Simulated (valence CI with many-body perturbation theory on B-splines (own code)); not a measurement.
Br XIV: input, log and results

Computed by configuration interaction combined with many-body perturbation theory (CI+MBPT): four valence electrons over a frozen Dirac-Fock core [Ar], a basis of 6 s, 6 p, 5 d, 5 f, 1 g functions for each j, with the two-electron term Σ2, the three-electron term Σ3, Breit, model QED; selected single and double excitations, second order for the rest (own B-spline code, finite nucleus).

Command, and the settings that its task file holds:

```sh
python run_cv.py task.json out
```

```
atom Br  Z=35  mass_number=79  rms_radius_fm=4.1629
core [Ar]
valence 3d4
avg = 1
basis = S
breit = 1
cap = 10000
capref = 1200
cscale = 1
de = 0.0
dress = 0
eps = 2e-08
h = 0.27
hh = 1
l2 = 3
lcore = 6
maxit = 60
n2 = 5
natural = 1
nlev = 20
nno = [3, 3, 3, 3, 1]
nroot = 26
nsp = [3, 3, 2, 2, 0]
pt2 = 1
qed = 1
rpa = 1
s1 = 0
s2 = 1
s3 = 1
screen = 1
tol = 2e-05
```

It took 75 s on 1 thread of AMD EPYC (Zen 3), on a shared host.

Log. The first blocks belong to the next ion, which gives the ionisation energy. Fields: 2J, parity (1 odd), roots, reference size, generating configurations, candidates as configurations/state functions, variational space P, stored matrix elements, Davidson steps; e2 is the range of second-order energies in hartree. The first line gives the box (bohr), its intervals, the orbitals and the steps of their self-consistent field. Window is the range of levels sought, series limit the energy at which the first omitted orbital would enter, core excitation an estimate of the first excitation out of the core, left out the lowest levels not solved, and shifts from estimates the range by which levels moved from their first estimate, all in cm⁻¹.

```
rmax 8.2 intervals 61 orbitals 40 references ['3d4', '3d3 4s', '3d3 4p'] scf 5 t 4.1
2J=3 par=0 roots 2 ref 27 generators 4 cand 795/1922 P 376/1000 nnz 0 it 0
2J=3 par=0 roots 2 ref 27 generators 8 cand 1178/2715 P 742/1867 nnz 0 it 7
   second order: generators 15 cand 1819/4181 e2 -0.00001 -0.00001
2J=5 par=0 roots 2 ref 29 generators 3 cand 802/2238 P 296/1000 nnz 0 it 0
2J=5 par=0 roots 2 ref 29 generators 8 cand 1615/4190 P 725/2209 nnz 0 it 5
   second order: generators 15 cand 2167/5749 e2 -0.00001 -0.00001
2J=7 par=0 roots 2 ref 22 generators 2 cand 756/2059 P 339/1000 nnz 0 it 0
2J=7 par=0 roots 2 ref 22 generators 6 cand 1474/3982 P 747/2126 nnz 0 it 6
   second order: generators 12 cand 1949/5194 e2 -0.00001 -0.00001
reference levels 556, estimated 25, window 86038 1/cm; series limit 2487477, core excitation 775211
2J=0 par=0 roots 3 ref 17 generators 4 cand 303/506 P 992/1793 nnz 0 it 4
2J=0 par=0 roots 3 ref 17 generators 4 cand 166/275 P 1087/1967 nnz 0 it 4
   second order: generators 11 cand 4312/9708 e2 -0.00004 -0.00002
2J=2 par=0 roots 3 ref 36 generators 3 cand 710/2870 P 729/3547 nnz 3.1e+06 it 5
2J=2 par=0 roots 3 ref 36 generators 3 cand 473/1859 P 1034/4853 nnz 5.4e+06 it 6
   second order: generators 8 cand 3023/17699 e2 -0.00003 -0.00001
2J=4 par=0 roots 5 ref 51 generators 4 cand 900/5224 P 494/3559 nnz 3.1e+06 it 5
2J=4 par=0 roots 5 ref 51 generators 4 cand 740/4208 P 1132/7196 nnz 1.1e+07 it 7
   second order: generators 10 cand 2683/24107 e2 -0.00004 -0.00001
2J=6 par=0 roots 5 ref 49 generators 3 cand 913/5714 P 435/3560 nnz 3.4e+06 it 7
2J=6 par=0 roots 5 ref 49 generators 3 cand 769/4698 P 1053/7609 nnz 1.3e+07 it 8
   second order: generators 7 cand 3061/31142 e2 -0.00004 -0.00001
2J=8 par=0 roots 5 ref 42 generators 4 cand 879/5040 P 466/3558 nnz 3.2e+06 it 5
2J=8 par=0 roots 5 ref 42 generators 4 cand 717/4024 P 1104/7149 nnz 1.2e+07 it 9
   second order: generators 11 cand 3756/39606 e2 -0.00003 -0.00001
2J=10 par=0 roots 2 ref 25 generators 2 cand 709/3306 P 536/3528 nnz 3.4e+06 it 4
2J=10 par=0 roots 2 ref 25 generators 2 cand 547/2300 P 848/5230 nnz 6.9e+06 it 5
   second order: generators 9 cand 3465/32864 e2 -0.00003 -0.00003
2J=12 par=0 roots 2 ref 14 generators 2 cand 411/1488 P 717/3223 nnz 2.7e+06 it 4
2J=12 par=0 roots 2 ref 14 generators 2 cand 218/777 P 859/3776 nnz 3.6e+06 it 6
   second order: generators 5 cand 2250/20725 e2 -0.00002 -0.00002
left out: unestimated 135770, estimated none, shifts from estimates -116 to 0
operators 5.0
```

The Davidson iterations converged. The settings are bad on purpose, so the numbers may not be properties of the ion.

No measured levels were compared; by estimate terms of the open shell hold to 2 to 4 % of their energy, and close levels can change places. Only levels of the ground parity were solved; by the run's estimate the other parity begins above the list, which can be wrong where configurations are misplaced.

- Valence energy: -74.09922 hartree
- Ionisation energy: 433.08 eV (NIST: 436 ± 3 eV (theoretical))
- Reference configurations for the orbitals: 3d4, 3d3 4s, 3d3 4p
- Radial orbitals: 40
- Box radius: 8.186 bohr
- Largest variational space: 7609
- Lowest levels: 3d4 5D_0 0.0, 3d4 5D_1 1812, 3d4 5D_2 4626, 3d4 5D_3 7944, 3d4 5D_4 11512, 3d4 3P_0 47854, 3d4 3H_4 52158, 3d4 3H_5 56429, 3d4 3P_1 56600, 3d4 3H_6 59287, 3d4 3F_3 59629, 3d4 3F_2 60811, 3d4 3F_4 62613, 3d4 3P_2 67311 cm⁻¹

Names give the largest LS component (configuration and term), which can be under half, so a name can repeat, a term be missing and a line seem to break the LS rules; names also repeat where a configuration has a term twice.
